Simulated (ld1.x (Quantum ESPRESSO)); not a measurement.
# Ranking TM semilocal potentials for scandium

All share these settings but for the change named:

| Quantity | Value |
| --- | --- |
| Element | Sc (Z = 21) |
| Generator | ld1.x (Quantum ESPRESSO) 7.5 |
| Type | norm-conserving Troullier–Martins (semilocal form) |
| Functional | PBEsol |
| Relativity | scalar-relativistic |
| Frozen core | [Ar] |
| Valence charge | 3 |
| Reference configuration | 3d1 4s1 4p1 |
| Partial waves | 4p (bound): rc 3.20 bohr; 3d (bound): rc 2.45 bohr; 4s (bound): rc 3.40 bohr |
| Local potential | the s channel |
| Core correction | a·sin(br)/r model core inside 2.05 bohr |

Test errors are all-electron minus pseudo excitation energies from the reference, over 3d1 4s2 4p0; 3d1 4s1 4p0; 3d1 4s0 4p0; 3d0 4s2 4p1; 3d1.5 4s1.5 4p0; 3d1 4s0 4p2; 3d1 4s1.5 4p0. None of these files shows a bound ghost.

The base gives 35.5 meV.

Of 11 variants that were run, those that failed, showed a ghost or another fault, or gave nearly equal values are left out.

A variant can come out equal or close to the base, since the largest error may sit in a test that the change hardly touches while other tests move.

Problem. Rank these variants by their largest absolute test error, smallest first.
A. wave 3d (bound): rc 2.45 bohr becomes 3d (bound): rc 3.46 bohr
B. core correction a·sin(br)/r model core inside 1.36 bohr
C. all radii but the core radius scaled by about 1.21 (s 4.10, p 3.86, d 2.96 bohr)
D. wave 3d (bound): rc 2.45 bohr becomes 3d (bound): rc 2.52 bohr
E. wave 4p (bound): rc 3.20 bohr becomes 4p (bound): rc 4.62 bohr

Solution. E (31.4 meV), D (36.5 meV), B (151.3 meV), C (256.2 meV), A (351.1 meV).
